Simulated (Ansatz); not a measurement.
Ansatz (a first-principles code) input (CCSD(T)/aug-cc-pV(D+d)Z):
A basis named .json is the Basis Set Exchange file of that set.

Ansatz 0.2 input:
```yaml
crystal:
  periodic: [false, false, false]
  atoms:
    - {symbol: Si, position_ang: [-0.05702552, -0.21911255, -1.32115472]}
    - {symbol: N, position_ang: [-0.97348100, -0.47600610, -0.00031150]}
    - {symbol: Si, position_ang: [-2.25338122, -0.12679517, 0.96977879]}
    - {symbol: O, position_ang: [1.52440569, 0.22040091, -0.88884108]}
    - {symbol: Si, position_ang: [2.04821887, 0.39524296, 0.64182523]}
    - {symbol: H, position_ang: [0.16691334, -1.41349607, -2.20313851]}
    - {symbol: H, position_ang: [-0.47016835, 0.88105740, -2.26162014]}
    - {symbol: H, position_ang: [-3.09584945, 1.07134987, 0.59297593]}
    - {symbol: H, position_ang: [-3.28084424, -1.22568785, 1.09490593]}
    - {symbol: H, position_ang: [-1.88817131, 0.15167035, 2.40548942]}
    - {symbol: H, position_ang: [1.33845075, 1.44242651, 1.41964531]}
    - {symbol: H, position_ang: [3.47665946, 0.83016914, 0.56076515]}
    - {symbol: H, position_ang: [2.04276154, -0.85934710, 1.43759609]}
basis:
  gaussian:
    orbitals: aug-cc-pV_D+d_Z.json
total_charge: -1
magnetization: {spin_polarized: false}
correlation: {method: ccsd_t, electrons: outside_noble_gas}
output: {forces: true}
```

Output:

```
Functional definition: HF
integrals: 1.24 GiB planned
2157 factors; integrals over basis functions are off by at most 6.1e-4 eV
1.24 GiB of device memory are held for the factors and their scratch space
mean field: 1.51 GiB planned
mean field evaluation 1: about -27232.7461 eV, gradient 4.0e1 eV
mean field evaluation 2: about -27232.8764 eV, gradient 4.0e1 eV
mean field evaluation 4: about -27237.0088 eV, gradient 4.9e0 eV
mean field evaluation 8: about -27237.0954 eV, gradient 3.4e-1 eV
mean field evaluation 16: about -27232.7436 eV, gradient 4.0e1 eV
mean field -27237.09586046 eV, -1000.9448109052 hartree, gradient 2.1e-6 eV, S^2 0.000000; 0 other end points of the search recorded, 0 dependent functions left out
17 core orbitals not correlated
reference -27237.09586046 eV, -1000.9448109052 hartree; 16, 16 occupied and 181, 181 virtual orbitals, 2157 factors
densities: 8.22 GiB planned
second order -19.39511592 eV of doubles, -0.00000000 eV of singles
coupled cluster: 6.31 GiB planned
cycle   1  -20.30109325 eV  change   -9.1e-1 eV  update   1.3e-1
cycle   2  -20.95413541 eV  change   -6.5e-1 eV  update   3.8e-2
cycle   3  -21.13140458 eV  change   -1.8e-1 eV  update   2.1e-2
cycle   4  -21.12249123 eV  change    8.9e-3 eV  update   4.8e-3
cycle   5  -21.11920441 eV  change    3.3e-3 eV  update   2.6e-3
cycle   6  -21.12019362 eV  change   -9.9e-4 eV  update   8.8e-4
cycle   7  -21.12016569 eV  change    2.8e-5 eV  update   4.3e-4
cycle   8  -21.12001158 eV  change    1.5e-4 eV  update   1.7e-4
cycle   9  -21.12002464 eV  change   -1.3e-5 eV  update   6.4e-5
cycle  10  -21.12007633 eV  change   -5.2e-5 eV  update   2.4e-5
cycle  11  -21.12004886 eV  change    2.7e-5 eV  update   1.1e-5
cycle  12  -21.12005054 eV  change   -1.7e-6 eV  update   4.2e-6
perturbative correction -0.68418877 eV, -0.0251434735 hartree
the calculation of the forces begins
1.24 GiB of device memory are held for the factors and their scratch space
Total energy: -27258.90009977 eV, -1001.7461019205 hartree
Atom 0 at    -0.057026    -0.219113    -1.321155 Å, force    -0.233634    -0.024897    -0.723233 eV/Å
Atom 1 at    -0.973481    -0.476006    -0.000311 Å, force     0.255770    -0.413470     0.224920 eV/Å
Atom 2 at    -2.253381    -0.126795     0.969779 Å, force    -0.654312     0.184884     0.444081 eV/Å
Atom 3 at     1.524406     0.220401    -0.888841 Å, force     0.470150     0.103589    -0.864585 eV/Å
Atom 4 at     2.048219     0.395243     0.641825 Å, force     0.255723     0.079486     0.854926 eV/Å
Atom 5 at     0.166913    -1.413496    -2.203139 Å, force     0.023216    -0.074802    -0.072447 eV/Å
Atom 6 at    -0.470168     0.881057    -2.261620 Å, force    -0.027587     0.082531    -0.083428 eV/Å
Atom 7 at    -3.095849     1.071350     0.592976 Å, force    -0.065509     0.100447    -0.034679 eV/Å
Atom 8 at    -3.280844    -1.225688     1.094906 Å, force    -0.076586    -0.078187     0.013190 eV/Å
Atom 9 at    -1.888171     0.151670     2.405489 Å, force     0.030612     0.022069     0.114804 eV/Å
Atom 10 at     1.338451     1.442427     1.419645 Å, force    -0.070882     0.093999     0.069653 eV/Å
Atom 11 at     3.476659     0.830169     0.560765 Å, force     0.103258     0.033946    -0.009307 eV/Å
Atom 12 at     2.042762    -0.859347     1.437596 Å, force    -0.010220    -0.109595     0.066104 eV/Å
Dipole moment:     0.577816     0.151509     0.015161 e Å
```

It need not be the lowest isomer of its formula. Whether it binds its extra electron was not tested at this geometry.
